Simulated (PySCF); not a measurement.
A structure optimised at B3LYP-D3(BJ)/def2-SVP, used in a PySCF frequency run:

```
Cd
Br 1 2.4332
I 1 2.6085 2 180.00
```
Charge 0, spin multiplicity 1.

### Question
Write its SMILES, formula and point group.

### Answer
[Br][Cd][I], BrCdI, C∞v

### Question
What are its rotational constants (standard atomic weights)?

### Answer
0.39541 GHz (linear rotor, B only)
